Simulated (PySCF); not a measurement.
## Working out the ionisation energy of Te

Te [Kr] 4d10 5s2 5p4 (3P) → Te+ [Kr] 4d10 5s2 5p3 (4S). Computed with PySCF 2.14 in aug-cc-pVQZ-DK3 (9s8p6d3f2g, 102 functions), with the spin-free X2C one-electron Hamiltonian (Gaussian nucleus). Frozen: [Kr] 4d10. Energies in hartree (1 hartree = 27.21139 eV):

```json
{"part": "UHF", "Te (lower)": "-6790.593684", "Te+ (upper)": "-6790.309592"}
{"part": "CCSD correlation", "Te (lower)": "-0.110745", "Te+ (upper)": "-0.079468"}
{"part": "(T)", "Te (lower)": "-0.004078", "Te+ (upper)": "-0.002631"}
```

Problem. What does Hartree-Fock give?

Solution. (-6790.309592) − (-6790.593684) = 0.284092 hartree = 7.731 eV.

Problem. What do CCSD and CCSD(T) give?

Solution. The CCSD correlation energies differ by 0.031277 hartree = 0.851 eV and the triples by 0.001447 hartree = 0.039 eV, so CCSD gives 8.582 eV and CCSD(T) 8.621 eV.

Measured between the centres of the two terms (NIST): 8.749 eV, so CCSD(T) (valence) is off by -0.128 eV.

What remains against the reference includes basis incompleteness, the frozen core and higher excitations.
